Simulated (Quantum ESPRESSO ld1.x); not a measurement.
The numbers below are computed, except where a source is named.
Orbital energies (hartree) of the rhodium ion Rh2+, [Kr] 4d7: non-relativistic, with first-order perturbation theory as ld1.x prints it (mass-velocity, Darwin and spin-orbit terms), and from the self-consistent Dirac equation with open shells shared by 2j + 1. Spin-unpolarised spherical Kohn-Sham, revPBE, point nucleus, ld1.x of Quantum ESPRESSO 7.5.

[
 {"orbital": "1s1/2", "non-rel.": "-822.977", "first order": "-849.551", "Dirac": "-847.017"},
 {"orbital": "2s1/2", "non-rel.": "-117.701", "first order": "-124.208", "Dirac": "-123.431"},
 {"orbital": "2p1/2", "non-rel.": "-109.163", "first order": "-115.321", "Dirac": "-114.324"},
 {"orbital": "2p3/2", "non-rel.": "-109.163", "first order": "-110.344", "Dirac": "-109.010"},
 {"orbital": "3s1/2", "non-rel.": "-21.5798", "first order": "-22.9397", "Dirac": "-22.6960"},
 {"orbital": "3p1/2", "non-rel.": "-18.2001", "first order": "-19.4057", "Dirac": "-19.1336"},
 {"orbital": "3p3/2", "non-rel.": "-18.2001", "first order": "-18.5555", "Dirac": "-18.2192"},
 {"orbital": "3d3/2", "non-rel.": "-11.9776", "first order": "-12.2390", "Dirac": "-11.9190"},
 {"orbital": "3d5/2", "non-rel.": "-11.9776", "first order": "-12.0579", "Dirac": "-11.7387"},
 {"orbital": "4s1/2", "non-rel.": "-3.5906", "first order": "-3.8452", "Dirac": "-3.7971"},
 {"orbital": "4p1/2", "non-rel.": "-2.5630", "first order": "-2.7590", "Dirac": "-2.7135"},
 {"orbital": "4p3/2", "non-rel.": "-2.5630", "first order": "-2.6251", "Dirac": "-2.5693"},
 {"orbital": "4d3/2", "non-rel.": "-0.9556", "first order": "-0.9821", "Dirac": "-0.9527"},
 {"orbital": "4d5/2", "non-rel.": "-0.9556", "first order": "-0.9654", "Dirac": "-0.9363"}
]

First order keeps the non-relativistic potential frozen, so it lacks the indirect effect: the contracted s and p shells screen the nucleus better and push d and f levels up in the self-consistent Dirac solution.
